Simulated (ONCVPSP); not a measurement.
Which change was made? (P, ONCV)

```
Element                 : P
Generator               : ONCVPSP 4.0.1
Type                    : optimised norm-conserving Vanderbilt (ONCV)
Functional              : PBE
Relativity              : scalar-relativistic
Frozen core             : [Ne]
Valence charge          : 5
Reference configuration : 3s2 3p1 (charge +2)
Partial waves           : 3s: rc 1.65 bohr, ncon 5, nbas 10, qcut 3.3 1/bohr, 2 projectors, debl 2.7 Ha; 3p: rc 1.45 bohr, ncon 3, nbas 7, qcut 5.4 1/bohr, 3 projectors, debl 1.7 Ha
Local potential         : polynomial inside 1.40 bohr (lpopt 5, dvloc0 0 Ha)
Core correction         : polynomial model core, fcfact 0.45
```

Cutoffs, loose and tight: the cutoffs (Ha) at which the residual kinetic energy of the hardest occupied pseudo-wave falls to 1 and 0.1 mHa per electron. They do not see the model core or the augmentation charge, which bear on the density cutoff. Test errors are all-electron minus pseudo excitation energies from the reference, over the configurations 3s2 3p3; 3s2 3p2; 3s2 3p0; 3s1 3p0; variants that change the core or the reference have their own tests.

The base gives: outcome: generated; cutoff, loose: 62 Ha; cutoff, tight: 104 Ha; bound ghosts: p; GHOST(+) flags above zero: s; largest test error (meV): +48.

Question: After one change the result is: outcome: generated; cutoff, loose: 63 Ha; cutoff, tight: 104 Ha; bound ghosts: p; GHOST(+) flags above zero: s; largest test error (meV): +32. Which change was it?
A. core correction polynomial model core, fcfact 0.08
B. reference 3s2 3p3; s: rc 1.45, qcut 3.8
C. functional PBEsol

Answer: C. The others give: reference 3s2 3p3; s: rc 1.45, qcut 3.8 → outcome: generated; cutoff, loose: 17 Ha; cutoff, tight: 66 Ha; bound ghosts: p; GHOST(+) flags above zero: s; largest test error (meV): +49 | core correction polynomial model core, fcfact 0.08 → outcome: generated; cutoff, loose: 62 Ha; cutoff, tight: 104 Ha; bound ghosts: p; GHOST(+) flags above zero: s; largest test error (meV): +96.
